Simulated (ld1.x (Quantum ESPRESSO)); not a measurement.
PBE RRKJ dataset for terbium (Tb), scalar-relativistic all-electron reference.

| Item | Value |
| --- | --- |
| Element | Tb |
| Generator | ld1.x (Quantum ESPRESSO) 7.5 |
| Type | norm-conserving RRKJ (Kleinman–Bylander form) |
| Functional | PBE |
| Relativity | scalar-relativistic |
| Frozen core | [Xe] |
| Valence charge | 11 |
| Reference configuration | 4f9 5d0 6s1 6p0 (charge +1) |
| Partial waves | 6s (bound): rc 2.55 bohr; 6p (bound, empty): rc 4.20 bohr; 5d (bound, empty): rc 2.10 bohr; 4f (bound): rc 0.85 bohr |
| Local potential | all-electron potential smoothed inside 3.00 bohr (lloc = -1) |
| Core correction | a·sin(br)/r model core inside 0.65 bohr |
| rho0 | 0.01 |

All-electron outer shells of the reference configuration (PBE, scalar-relativistic, ld1.x):

```tsv
shell	level (eV)	outermost node (bohr)	outermost maximum (bohr)
5s	-53.90	0.64	1.18
5p	-31.23	0.69	1.35
4f	-9.38	–	0.56
6s	-8.74	1.59	3.28
5d	-6.96	0.78	2.04
6p	-5.40	1.92	4.27
```

Problem. Does this generation succeed?

Solution. No. ld1.x (Quantum ESPRESSO) 7.5 stopped with "compute_chi: n is too large": the Bessel-function wave could not be built (negative determinant in compute_phi), and the routine for χ then failed on it.
